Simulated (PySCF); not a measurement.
NMR data simulated for an unnamed compound:

$^{1}$H NMR (600 MHz, computed): δ 6.48 (d, 1H), 4.88 (m, 1H), 4.69 (s, 3H), 4.31 (m, 1H), 4.07 (m, 1H), 3.46 (m, 1H), 2.01 (m, 1H), 1.36 (m, 1H), -0.34 (br s, 1H).

$^{13}$C{$^{1}$H} NMR (computed): δ 152.5 (CH), 113.2 (CH), 67.4 (CH2), 50.0 (CH), 37.9 (CH2).

No solvent model, equivalent nuclei averaged, no relativistic terms, a single conformation. GIAO PBE0/pcSseg-1 shieldings; structure optimised with GFN2-xTB; PySCF 2.14.

Referencing at the same level of theory: TMS for $^{1}$H (σref 31.72), $^{13}$C (σref 186.93).

Q: Which of these does the molecule contain: a vinyl group CH=CH2, a non-aromatic C=C double bond, a Si–H bond, an NH or NH2 group, a heteroaromatic ring, a benzene ring?

A: 
- A vinyl group CH=CH2: no.
- A non-aromatic C=C double bond: yes.
- A Si–H bond: yes (δH 4.69 (s)).
- An NH or NH2 group: yes (δH -0.34 (br s)).
- A heteroaromatic ring: no.
- A benzene ring: no.

The data belong to SMILES [C@H]1(N[SiH3])C=COCC1, C$_{5}$H$_{11}$NOSi; they needn't prove each group on their own.

Carbon signals by region: 2 in the sp2 and nitrile region (100–160 ppm), 2 at 50–100 ppm, 1 below 50 ppm.

OH/NH shifts are gas-phase values; hydrogen bonding in solution moves them, usually downfield. Shifts are as computed. Against solution values, carbons near 30 ppm lie about +3 ppm off and those near 130 ppm about +5 ppm. Of 1309 compounds with measured shifts, 239 miss one by over three times the rms of a fit or turn the order of signals round; such compounds aren't used in these exercises. Multiplicities follow the n + 1 count of equivalent neighbours, as no J values were calculated; m marks all less simple cases, F and P coupling included.
